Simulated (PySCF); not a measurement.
BBr2F.

```xyz
4

B      0.0000     0.0000    -0.6333
F      0.0000     0.0000    -1.9455
Br     0.0000    -1.6720     0.2954
Br     0.0000     1.6720     0.2954
```

Coordinates come from a B3LYP-D3(BJ)/def2-SVP optimisation.

All values below come from PBE/pcSseg-1 run with PySCF. Non-relativistic, no solvent.

Computed absolute GIAO shielding of each atom: isotropic value and principal components (ppm):
```tsv
atom	σ(iso)	σ11	σ22	σ33	span
B1	51.0	24.4	61.5	67.0	42.6
F2	126.7	-31.8	90.3	321.6	353.4
Br3	2091.6	1503.5	2139.0	2632.4	1128.9
Br4	2091.6	1503.5	2139.0	2632.4	1128.9
```
